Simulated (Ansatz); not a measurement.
`[OH][GeH2][SiH3]` + H₂S → `[SiH3][GeH2][SH]` + H₂O at 700 K and 1 bar (ligand exchange at a Ge–O bond).

Gas-phase electronic energies from Ansatz, PBE0-D4/def2-TZVP geometries. CCSD(T)/CBS is the MP2 limit (def2-TZVPP, def2-QZVPP) plus CCSD(T) − MP2 in def2-TZVPP, frozen cores. This one scheme is used for every species. For Ge outer-core shells are correlated without core-valence functions, which leaves a few kJ/mol of doubt a bond. Scalar relativity is left out up to krypton. Each species was taken in one conformer, which may not be the lowest.

| species | CCSD(T)/CBS energy (Eh) | H − E (kJ/mol) | S (J/(mol·K)) |
| --- | --- | --- | --- |
| `[OH][GeH2][SiH3]` | -2443.98216 | 213.6 | 443.8 |
| H₂S | -398.97279 | 64.8 | 236.9 |
| `[SiH3][GeH2][SH]` | -2766.58811 | 205.2 | 465.2 |
| H₂O | -76.37941 | 80.5 | 218.4 |

H − E and S are ideal-gas, rigid-rotor, harmonic terms from PBE0-D4/def2-TZVP, for one conformer and one mirror image of each species. 1 Eh = 2625.50 kJ/mol, R = 8.31446 J/(mol·K).

Question: By hand: ΔE, ΔH, ΔS and ΔG.

Answer: ΔE = (-2766.58811) + (-76.37941) − (-2443.98216) − (-398.97279) = -0.01257 Eh = -33.0 kJ/mol. Δ(H − E) = 205.2 + 80.5 − 213.6 − 64.8 = 7.3, so ΔH = -25.7 kJ/mol. ΔS = 465.2 + 218.4 − 443.8 − 236.9 = 2.9 J/(mol·K). ΔG = -25.7 − 700 × (2.9)/1000 = -27.7 kJ/mol.

Question: By hand: the equilibrium constant, and the temperature at which ΔG would vanish if ΔH and ΔS stayed fixed.

Answer: log₁₀ K = −ΔG/(RT ln 10) = 2.1. ΔH and −TΔS have one sign here, so there is no such temperature.

The number of gas molecules stays the same, so ΔS is small and ΔH decides. A doubt of 5 kJ/mol in ΔE shifts log₁₀ K by 0.4 here. Other conformers and mirror images would add mixing entropy, several J/(mol·K) or more a flexible species. These are equilibria of isolated gas molecules and say nothing of rates. Largest T1 diagnostic: 0.012 (customary marks: 0.02 for closed shells, 0.045 for open ones).

ΔS is within the doubt of such terms, so its sign, and with it that verdict, could turn.
